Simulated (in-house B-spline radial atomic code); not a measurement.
Results of a calculation; reference values are marked as such.
**Correlation energy from the adiabatic connection: −Z/r, Z = 1.6**

Two electrons in a singlet, external potential −Z/r, Z = 1.6 (atomic units). Full CI in B-splines (partial waves to l = 8, correlation up to 0.6 % small) with the density held fixed gives W(λ) = <V_ee>_λ − U, and E_c is the integral of W(λ) − W(0) from 0 to 1.

```
   λ  W(λ) − W(0) (hartree)
   0                0.00000
0.02               -0.00196
0.05               -0.00486
0.12               -0.01143
0.25               -0.02293
 0.4               -0.03519
 0.6               -0.05004
 0.8               -0.06341
   1               -0.07549
```

Problem. Integrate the table by the trapezoid rule.

Solution. The strips give -0.00002, -0.00010, -0.00057, -0.00223, -0.00436, -0.00852, -0.01135, -0.01389, which sum to -0.04104 hartree. The direct value, W(1) − W(0) + T_c with T_c = 0.03435, is -0.04114; the curve is convex, so chords lie above it and the trapezoids fall short in size by 0.23 %.

Problem. Now use only three numbers: W(0) = -0.77281, the initial slope W'(0) = -0.0987 (extrapolated from the first points) and the strong-coupling limit of the point-charge-plus-continuum model, W∞ = -1.1058. What do second-order theory and the interpolation W(λ) = W∞ + (W(0) − W∞)/√(1 + 2χλ) of Seidl, Perdew and Levy give?

Solution. Second order keeps the slope alone: E_c = W'(0)/2 = -0.04935, +20 % in size against -0.04114. Matching the slope fixes χ = W'(0)/(W∞ − W(0)) = -0.0987/(-0.33299) = 0.29641. Integrating, with s = √(1 + 2χ) = 1.262066, E_c = −(W(0) − W∞)(s − 1)/(s + 1) = −0.33299 × 0.262066/2.262066 = -0.03858 hartree, -6.2 % in size against the full result. At λ = 1 the formula gives W − W(0) = -0.06914 against -0.07549. Part of the miss can come from the model's W∞.
